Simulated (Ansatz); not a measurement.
Gas-phase electronic energies from Ansatz, PBE0-D4/def2-TZVP geometries. CBS: MP2 limit from def2 TZ/QZ plus the TZ coupled-cluster correction, frozen cores. DFT in def2-TZVPP. B3LYP here is the variant with VWN-RPA as its local correlation; programs differ in this. Each species was taken in one conformer, which may not be the lowest.

`BN[SiH2]O` + `[AlH2][S]BS` → `BSBS` + `O[SiH2][NH][AlH2]`  (redistribution)

Task: Is it downhill or uphill in electronic energy at CCSD(T)/CBS, and by how much? (Estimate.)

Result: The calculation gave: Uphill: ΔE = +58.2 kJ/mol.

Task: What do these levels give: B97M-V, B3LYP-D4, CAM-B3LYP-D4, PBE-QIDH, r2SCAN, CAM-B3LYP? (Estimate.)

Result: The calculation gave: B97M-V 54.5, B3LYP-D4 61.3, CAM-B3LYP-D4 60.3, PBE-QIDH 60.6, r2SCAN 58.1, CAM-B3LYP 58.9 kJ/mol.

Largest T1 diagnostic among the species: 0.015.

Leaving LDA and LC-ωPBE aside and taking each functional with its dispersion term where it has one, the values, not all of them listed here, spread over 9.3 kJ/mol, from B97M-V to HSE06-D4. LDA lies +6.2 kJ/mol from PBE without D4. At CCSD(T), def2-SVP lies +4.1 kJ/mol from the extrapolated value and def2-TZVPP −1.0 kJ/mol.
